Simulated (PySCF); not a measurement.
methyl pivalate (C₆H₁₂O₂), SMILES COC(=O)C(C)(C)C.

Coordinates come from a PBE-D3(BJ)/def2-SVP optimisation.

The numbers are results of PBE-D3(BJ)/def2-SVP (PySCF), not measurements.

No scaling factor is applied to the harmonic values.

```json
[
 {"mode": "1", "ν (cm⁻¹)": "36", "IR (km/mol)": "0.5", "moving atoms (share of kinetic energy)": "O 57 %, C 26 %, H 18 %"},
 {"mode": "2", "ν (cm⁻¹)": "107", "IR (km/mol)": "0.6", "moving atoms (share of kinetic energy)": "H 87 %"},
 {"mode": "3", "ν (cm⁻¹)": "129", "IR (km/mol)": "1.5", "moving atoms (share of kinetic energy)": "C 45 %, H 37 %, O 18 %"},
 {"mode": "4", "ν (cm⁻¹)": "195", "IR (km/mol)": "1.4", "moving atoms (share of kinetic energy)": "C 58 %, H 30 %, O 12 %"},
 {"mode": "5", "ν (cm⁻¹)": "212", "IR (km/mol)": "0.1", "moving atoms (share of kinetic energy)": "H 97 %"},
 {"mode": "6", "ν (cm⁻¹)": "251", "IR (km/mol)": "1.6", "moving atoms (share of kinetic energy)": "H 68 %, O 19 %, C 13 %"},
 {"mode": "7", "ν (cm⁻¹)": "270", "IR (km/mol)": "0.1", "moving atoms (share of kinetic energy)": "H 95 %"},
 {"mode": "8", "ν (cm⁻¹)": "284", "IR (km/mol)": "2.1", "moving atoms (share of kinetic energy)": "H 54 %, C 33 %, O 13 %"},
 {"mode": "9", "ν (cm⁻¹)": "312", "IR (km/mol)": "7.7", "moving atoms (share of kinetic energy)": "C 46 %, H 31 %, O 24 %"},
 {"mode": "10", "ν (cm⁻¹)": "333", "IR (km/mol)": "0.4", "moving atoms (share of kinetic energy)": "C 53 %, H 32 %, O 15 %"},
 {"mode": "11", "ν (cm⁻¹)": "354", "IR (km/mol)": "9.2", "moving atoms (share of kinetic energy)": "O 40 %, C 36 %, H 25 %"},
 {"mode": "12", "ν (cm⁻¹)": "374", "IR (km/mol)": "0.8", "moving atoms (share of kinetic energy)": "C 57 %, H 39 %"},
 {"mode": "13", "ν (cm⁻¹)": "486", "IR (km/mol)": "2.3", "moving atoms (share of kinetic energy)": "C 55 %, O 24 %, H 21 %"},
 {"mode": "14", "ν (cm⁻¹)": "580", "IR (km/mol)": "1.2", "moving atoms (share of kinetic energy)": "C 54 %, H 27 %, O 19 %"},
 {"mode": "15", "ν (cm⁻¹)": "753", "IR (km/mol)": "3.5", "moving atoms (share of kinetic energy)": "C 81 %, O 10 %, H 9 %"},
 {"mode": "16", "ν (cm⁻¹)": "786", "IR (km/mol)": "2.0", "moving atoms (share of kinetic energy)": "C 42 %, O 37 %, H 21 %"},
 {"mode": "17", "ν (cm⁻¹)": "859", "IR (km/mol)": "13.8", "moving atoms (share of kinetic energy)": "C 36 %, H 33 %, O 30 %"},
 {"mode": "18", "ν (cm⁻¹)": "920", "IR (km/mol)": "1.5", "moving atoms (share of kinetic energy)": "H 61 %, C 39 %"},
 {"mode": "19", "ν (cm⁻¹)": "923", "IR (km/mol)": "3.8", "moving atoms (share of kinetic energy)": "H 64 %, C 36 %"},
 {"mode": "20", "ν (cm⁻¹)": "926", "IR (km/mol)": "0.2", "moving atoms (share of kinetic energy)": "H 81 %, C 19 %"},
 {"mode": "21", "ν (cm⁻¹)": "991", "IR (km/mol)": "1.7", "moving atoms (share of kinetic energy)": "H 45 %, C 45 %, O 10 %"},
 {"mode": "22", "ν (cm⁻¹)": "1004", "IR (km/mol)": "0.5", "moving atoms (share of kinetic energy)": "H 66 %, C 34 %"},
 {"mode": "23", "ν (cm⁻¹)": "1025", "IR (km/mol)": "8.7", "moving atoms (share of kinetic energy)": "C 43 %, H 33 %, O 23 %"},
 {"mode": "24", "ν (cm⁻¹)": "1128", "IR (km/mol)": "0.3", "moving atoms (share of kinetic energy)": "H 75 %, C 19 %"},
 {"mode": "25", "ν (cm⁻¹)": "1142", "IR (km/mol)": "87.5", "moving atoms (share of kinetic energy)": "H 49 %, C 40 %, O 10 %"},
 {"mode": "26", "ν (cm⁻¹)": "1169", "IR (km/mol)": "215.0", "moving atoms (share of kinetic energy)": "C 38 %, H 32 %, O 31 %"},
 {"mode": "27", "ν (cm⁻¹)": "1194", "IR (km/mol)": "2.6", "moving atoms (share of kinetic energy)": "C 71 %, H 28 %"},
 {"mode": "28", "ν (cm⁻¹)": "1216", "IR (km/mol)": "13.1", "moving atoms (share of kinetic energy)": "C 70 %, H 28 %"},
 {"mode": "29", "ν (cm⁻¹)": "1265", "IR (km/mol)": "73.7", "moving atoms (share of kinetic energy)": "C 71 %, H 26 %"},
 {"mode": "30", "ν (cm⁻¹)": "1322", "IR (km/mol)": "5.2", "moving atoms (share of kinetic energy)": "H 79 %, C 21 %"},
 {"mode": "31", "ν (cm⁻¹)": "1333", "IR (km/mol)": "5.3", "moving atoms (share of kinetic energy)": "H 74 %, C 25 %"},
 {"mode": "32", "ν (cm⁻¹)": "1357", "IR (km/mol)": "11.9", "moving atoms (share of kinetic energy)": "H 80 %, C 20 %"},
 {"mode": "33", "ν (cm⁻¹)": "1394", "IR (km/mol)": "0.0", "moving atoms (share of kinetic energy)": "H 96 %"},
 {"mode": "34", "ν (cm⁻¹)": "1400", "IR (km/mol)": "11.6", "moving atoms (share of kinetic energy)": "H 86 %, C 10 %"},
 {"mode": "35", "ν (cm⁻¹)": "1400", "IR (km/mol)": "8.9", "moving atoms (share of kinetic energy)": "H 97 %"},
 {"mode": "36", "ν (cm⁻¹)": "1404", "IR (km/mol)": "2.5", "moving atoms (share of kinetic energy)": "H 94 %"},
 {"mode": "37", "ν (cm⁻¹)": "1410", "IR (km/mol)": "0.1", "moving atoms (share of kinetic energy)": "H 97 %"},
 {"mode": "38", "ν (cm⁻¹)": "1418", "IR (km/mol)": "6.4", "moving atoms (share of kinetic energy)": "H 95 %"},
 {"mode": "39", "ν (cm⁻¹)": "1421", "IR (km/mol)": "2.3", "moving atoms (share of kinetic energy)": "H 94 %"},
 {"mode": "40", "ν (cm⁻¹)": "1426", "IR (km/mol)": "13.9", "moving atoms (share of kinetic energy)": "H 94 %"},
 {"mode": "41", "ν (cm⁻¹)": "1446", "IR (km/mol)": "31.6", "moving atoms (share of kinetic energy)": "H 91 %, C 9 %"},
 {"mode": "42", "ν (cm⁻¹)": "1780", "IR (km/mol)": "191.3", "moving atoms (share of kinetic energy)": "C 64 %, O 35 %"},
 {"mode": "43", "ν (cm⁻¹)": "2969", "IR (km/mol)": "25.1", "moving atoms (share of kinetic energy)": "H 97 %"},
 {"mode": "44", "ν (cm⁻¹)": "2971", "IR (km/mol)": "13.8", "moving atoms (share of kinetic energy)": "H 97 %"},
 {"mode": "45", "ν (cm⁻¹)": "2974", "IR (km/mol)": "36.4", "moving atoms (share of kinetic energy)": "H 97 %"},
 {"mode": "46", "ν (cm⁻¹)": "2980", "IR (km/mol)": "16.6", "moving atoms (share of kinetic energy)": "H 97 %"},
 {"mode": "47", "ν (cm⁻¹)": "3056", "IR (km/mol)": "7.7", "moving atoms (share of kinetic energy)": "H 90 %, C 10 %"},
 {"mode": "48", "ν (cm⁻¹)": "3057", "IR (km/mol)": "19.8", "moving atoms (share of kinetic energy)": "H 91 %, C 9 %"},
 {"mode": "49", "ν (cm⁻¹)": "3061", "IR (km/mol)": "16.2", "moving atoms (share of kinetic energy)": "H 90 %, C 10 %"},
 {"mode": "50", "ν (cm⁻¹)": "3072", "IR (km/mol)": "20.6", "moving atoms (share of kinetic energy)": "H 91 %, C 9 %"},
 {"mode": "51", "ν (cm⁻¹)": "3078", "IR (km/mol)": "0.0", "moving atoms (share of kinetic energy)": "H 91 %, C 9 %"},
 {"mode": "52", "ν (cm⁻¹)": "3079", "IR (km/mol)": "15.9", "moving atoms (share of kinetic energy)": "H 91 %, C 9 %"},
 {"mode": "53", "ν (cm⁻¹)": "3080", "IR (km/mol)": "23.0", "moving atoms (share of kinetic energy)": "H 91 %, C 9 %"},
 {"mode": "54", "ν (cm⁻¹)": "3106", "IR (km/mol)": "9.9", "moving atoms (share of kinetic energy)": "H 90 %, C 10 %"}
]
```
